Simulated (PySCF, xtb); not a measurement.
C3H6F2Si, SMILES F[SiH2]C1(F)CC1. The values are those of a single conformer.

Harmonic wavenumbers (cm⁻¹) from GFN2-xTB in xtb at its own minimum, in rising order: 39, 128, 212, 268, 339, 390, 527, 550, 561, 708, 756, 794, 816, 872, 910, 967, 1019, 1065, 1077, 1146, 1184, 1329, 1418, 1464, 2350, 2363, 3092, 3094, 3099, 3116.

**Question.** What does B3LYP-D3(BJ)/def2-SVP (PySCF 2.14.0) give at its own minimum? (Estimate from the structure and the level; the computed values follow.)

**Answer.** 62, 126, 203, 298, 350, 400, 558, 653, 714, 758, 849, 874, 886, 923, 962, 973, 983, 1068, 1070, 1178, 1243, 1293, 1416, 1470, 2255, 2262, 3125, 3126, 3219, 3229. Paired by order, the mean absolute difference is 48 cm⁻¹ and the zero-point energies are 51.0 and 52.2 kcal/mol.
